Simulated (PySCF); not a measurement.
A species of formula H6OSeSi2 has this rotational fingerprint, computed with PySCF, PBE0-D3(BJ)/def2-SVP geometry optimisation, gas phase:

```
Rotational constants : A = 5010, B = 1184, C = 990.3 MHz
Dipole components    : |μa| = 0.33 D, |μb| = 0.05 D, |μc| = 0.47 D
Inertial defect      : -17.37 u·Å²
κ                    : -0.90
```

Task: Which candidate fits, each taken in the one conformer that was computed?
A. `[SiH3:1][O:2][SiH2:3][SeH:4]` with Si1–O2–Si3–Se4 27°, O2–Si3–Se4–H 68°
B. `[OH:1][SiH2:2][Se:3][SiH3:4]` with H–O1–Si2–Se3 -53°, O1–Si2–Se3–Si4 97°

Result: A. It is [SiH3]O[SiH2][SeH], a near-prolate asymmetric top, point group C1. The candidates at the same level (rigid rotor, commonest isotopes):

```csv
SMILES,A (MHz),B (MHz),C (MHz),μa (D),μb (D),μc (D),Δ (u·Å²),point group,rotor
[SiH3]O[SiH2][SeH],5010,1184,990.3,0.33,0.05,0.47,-17.37,C1,near-prolate asymmetric top
O[SiH2][Se][SiH3],3845,1648,1313,0.58,1.56,0.33,-53.26,C1,asymmetric top
```

`O[SiH2][Se][SiH3]` has B 39 % too high. No structure here is proved a minimum.
